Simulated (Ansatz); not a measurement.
Wavefunction ladder for CH$_{2}$AlClO$_{2}$

Cartesian coordinates in Å:
```
O 0.865 -0.339 -0.804
C -0.273 -0.886 -0.816
O -1.105 -0.533 0.067
Al 0.262 0.617 0.731
Cl -0.125 2.629 0.302
H -0.529 -1.643 -1.563
H 0.905 0.156 2.082
```

Charge 0, multiplicity 1. The bonds changed during the relaxation, so this is another structure than the one it started from. The structure was optimised at the PBE0-D4/def2-TZVP level. It is one conformer, not always the lowest. Frozen core, restricted reference, Ansatz 0.2.0. CBS rows extrapolate triple and quadruple zeta; past MP2 they add the triple-zeta difference.

| basis | HF (Eh) | MP2 corr. |
| --- | --- | --- |
| def2-SVP | -889.96872 | -0.67978 |
| def2-TZVPP | -890.44397 | -0.87609 |
| def2-QZVPP | -890.47285 | -0.94977 |

Task: Estimate the CCSD correlation energy and the (T) correction in each basis where they were run (hartree).

Result: 
```
     basis  CCSD corr.       (T)
  def2-SVP    -0.70767  -0.02008
def2-TZVPP    -0.90099  -0.03798
 CBS(def2)    -1.02925     as TZ
```
